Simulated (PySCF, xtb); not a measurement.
CH4Zn, SMILES [CH3][ZnH].

xtb with GFN2-xTB at its own geometry gives an orbital gap of 6.28 eV and a dipole moment of 0.82 D.

Coordinates come from a PBE0-D3(BJ)/def2-TZVP optimisation.

Task: What does PySCF with ωB97X/def2-TZVPD give? (An estimate is asked for; the answer gives what the named calculation found.)

Result: gap 10.95 eV (levels -9.89 and 1.06 eV), dipole 0.49 D.
